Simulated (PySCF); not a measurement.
Species: C₉H₇NSi.
SMILES: `N#CC1=C2C=C[SiH2]C2=CC=C1`

The closed-shell ground state was solved at several levels (PySCF, density fitting, gas phase, non-relativistic). Geometry: PBE0-D3(BJ)/def2-SVP; no solvent, vibrations or thermal averaging.

| level | basis functions | total energy (Eh) | HOMO (eV) | LUMO (eV) | gap (eV) | dipole (D) |
| --- | --- | --- | --- | --- | --- | --- |
| PBE0/pcSseg-1 | 229 | -690.7308 | -7.21 | -2.07 | 5.14 | 4.24 |
| CAM-B3LYP/def2-SVPD | 280 | -690.8028 | -8.33 | -0.99 | 7.34 | 4.27 |

**Question.** Estimate the row for KT2/pcSseg-2, a basis of 501 functions; the other rows only guide the guess.

**Answer.** Total energy -701.3268 Eh, HOMO -6.26 eV, LUMO -2.88 eV, gap 3.38 eV, dipole 4.15 D.

**Question.** Over all these levels, which gives the widest orbital gap and which the narrowest?

**Answer.** CAM-B3LYP/def2-SVPD (range-separated hybrid) has the widest, 7.34 eV, and KT2/pcSseg-2 (GGA) the narrowest, 3.38 eV. Functional and basis both differ between the two, so the spread mixes both effects.

**Question.** How far do the dipole and the HOMO energy spread over the levels?

**Answer.** The dipole runs from 4.15 to 4.27 D (mean 4.22 D) and the HOMO from -8.33 to -6.26 eV.
